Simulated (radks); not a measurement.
Values are calculated unless marked as measured or tabulated.
Question: Coulomb parameter of the 4d shell of the zirconium ion Zr2+ in the model configuration [Kr] 4d0.5 5s1.5, as a second difference U = [E(n + 0.5) + E(n - 0.5) - 2 E(n)] / (0.5)^2 with all orbitals relaxed. "Bare": the charge of the atom changes with n. "Screened": the 5s shell takes up the change at fixed total charge, which measures U(4d,4d) + U(5s,5s) - 2 U(4d,5s). Code: a radial shooting solver on a logarithmic mesh with Libxc functionals. Model: scalar-relativistic Kohn-Sham, r2SCAN, spin-unpolarised, spherical densities, finite nucleus; meta-GGA in the generalised Kohn-Sham scheme; Fermi nuclear charge, rms radius 4.2694 fm. Estimate both.

Answer: U(bare) = 10.740 eV, U(screened by 5s) = 0.983 eV, against the Slater integral F0(4d,4d) = 13.111 eV with frozen orbitals.
